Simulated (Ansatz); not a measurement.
Job for Ansatz (an electronic-structure program): U-CCSD(T)/def2-SVP on H2IIn (SMILES [InH2][I]), a point of a bond scan (R = 3.942 Å). Elements past Kr take the def2 small-core potentials; no spin–orbit coupling. The run froze 18 orbitals, filled d shells among them.

Ansatz 0.2 input:
```yaml
crystal:
  periodic: [false, false, false]
  atoms:
    - {symbol: In, position_ang: [-0.72638877, -1.13552285, 0.19955666]}
    - {symbol: H, position_ang: [0.78418603, -3.52424928, 2.94781415]}
    - {symbol: H, position_ang: [-2.11914691, -1.24747254, -0.79314453]}
    - {symbol: I, position_ang: [0.71286441, 1.11438097, -0.19584118]}
basis:
  gaussian:
    orbitals: def2-SVP
correlation: {method: ccsd_t, electrons: outside_noble_gas}
scf: {omitted_lower_state_checks: [cluster_reference]}
magnetization: {spin_polarized: true, initial_magnetization: 0}
```

Program output:

```
WARN ansatz: RAYON_NUM_THREADS=1 ignored (pool sized by the plan → 1); use --threads N
Functional definition: HF
these checks for a lower state are left out or cut short: cluster_reference
integrals: 0.06 GiB planned
775 factors; integrals over basis functions are off by at most 4.4e-4 eV
mean field: 0.28 GiB planned
mean field evaluation 1: about -13245.8890 eV, gradient 1.2e1 eV
mean field evaluation 2: about -13245.9265 eV, gradient 1.2e1 eV
mean field evaluation 4: about -13248.5019 eV, gradient 1.6e0 eV
mean field evaluation 8: about -13248.5480 eV, gradient 1.7e-1 eV
mean field evaluation 16: about -13248.5486 eV, gradient 5.3e-7 eV
mean field evaluation 32: about -13251.2022 eV, gradient 3.4e-1 eV
mean field evaluation 64: about -13250.6710 eV, gradient 5.6e0 eV
mean field evaluation 96: about -13248.5486 eV, gradient 3.1e-4 eV
mean field -13251.26776965 eV, -486.9751085026 hartree, gradient 2.8e-6 eV, S^2 0.995855; 5 other end points of the search recorded, 0 dependent functions left out
18 core orbitals not correlated
reference -13251.26776965 eV, -486.9751085026 hartree; 6, 6 occupied and 38, 38 virtual orbitals, 775 factors
second order -3.73240254 eV of doubles, -0.00000000 eV of singles
coupled cluster: 0.14 GiB planned
cycle   1  -4.12204196 eV  change   -3.9e-1 eV  update   6.0e-2
cycle   2  -4.26925876 eV  change   -1.5e-1 eV  update   2.4e-2
cycle   3  -4.29655129 eV  change   -2.7e-2 eV  update   1.2e-2
cycle   4  -4.29507063 eV  change    1.5e-3 eV  update   5.0e-3
cycle   5  -4.29531513 eV  change   -2.4e-4 eV  update   2.6e-3
cycle   6  -4.29587230 eV  change   -5.6e-4 eV  update   1.9e-3
cycle   7  -4.29629452 eV  change   -4.2e-4 eV  update   1.7e-3
cycle   8  -4.29697553 eV  change   -6.8e-4 eV  update   1.5e-3
cycle   9  -4.29778063 eV  change   -8.1e-4 eV  update   1.3e-3
cycle  10  -4.29867104 eV  change   -8.9e-4 eV  update   7.9e-4
cycle  11  -4.29909828 eV  change   -4.3e-4 eV  update   3.9e-4
cycle  12  -4.29914813 eV  change   -5.0e-5 eV  update   1.5e-4
cycle  13  -4.29911013 eV  change    3.8e-5 eV  update   7.4e-5
cycle  14  -4.29907010 eV  change    4.0e-5 eV  update   4.4e-5
cycle  15  -4.29906826 eV  change    1.8e-6 eV  update   2.4e-5
cycle  16  -4.29907505 eV  change   -6.8e-6 eV  update   1.2e-5
coupled cluster: 0.14 GiB planned
perturbative correction -0.09925789 eV, -0.0036476602 hartree
Total energy: -13255.66610259 eV, -487.1367442569 hartree
Checks for a lower state left out: cluster_reference
```

Self-consistency was reached. Its determinant has ⟨S²⟩ = 1.00, a mixture of spin states.

Cost: around 4 core-seconds (rough).
